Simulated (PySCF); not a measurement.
BGeH5O2S.

```xyz
10

Ge     1.3560     0.6092     0.0087
S      0.0042    -1.1283    -0.3091
B     -1.6467    -0.3739     0.0874
O     -2.6628    -1.1980     0.4359
O     -1.9108     0.9536     0.0473
H      0.7773     1.8377    -0.7311
H      1.4801     0.9385     1.5041
H      2.7130     0.2322    -0.5963
H     -2.3915    -2.1151     0.5306
H     -1.2133     1.4895    -0.3413
```
Charge 0, spin multiplicity 1.

The structure is a stationary point at PBE0-D3(BJ)/def2-SVP. The structure was generated by enumeration, and PubChem lists no compound with its InChIKey, so it may never have been made. Other conformers were not sampled.

These are B3LYP/pcSseg-1 (PySCF) values and carry that method's errors. Non-relativistic, no solvent.

Computed absolute GIAO shielding of each atom: isotropic value and principal components (ppm):
```json
[
 {"atom": "Ge1", "σ(iso)": "1462.1", "σ11": "1356.0", "σ22": "1425.2", "σ33": "1605.0", "span": "249.0"},
 {"atom": "S2", "σ(iso)": "722.0", "σ11": "631.9", "σ22": "663.5", "σ33": "870.5", "span": "238.7"},
 {"atom": "B3", "σ(iso)": "69.2", "σ11": "58.7", "σ22": "62.9", "σ33": "86.0", "span": "27.4"},
 {"atom": "O4", "σ(iso)": "186.6", "σ11": "62.4", "σ22": "236.0", "σ33": "261.4", "span": "199.0"},
 {"atom": "O5", "σ(iso)": "195.9", "σ11": "74.6", "σ22": "230.0", "σ33": "283.1", "span": "208.6"},
 {"atom": "H6", "σ(iso)": "26.9", "σ11": "20.3", "σ22": "23.4", "σ33": "37.1", "span": "16.8"},
 {"atom": "H7", "σ(iso)": "26.7", "σ11": "19.9", "σ22": "22.2", "σ33": "38.1", "span": "18.2"},
 {"atom": "H8", "σ(iso)": "26.8", "σ11": "20.3", "σ22": "21.9", "σ33": "38.4", "span": "18.1"},
 {"atom": "H9", "σ(iso)": "27.6", "σ11": "21.4", "σ22": "26.4", "σ33": "34.9", "span": "13.6"},
 {"atom": "H10", "σ(iso)": "27.2", "σ11": "18.9", "σ22": "28.5", "σ33": "34.1", "span": "15.1"}
]
```
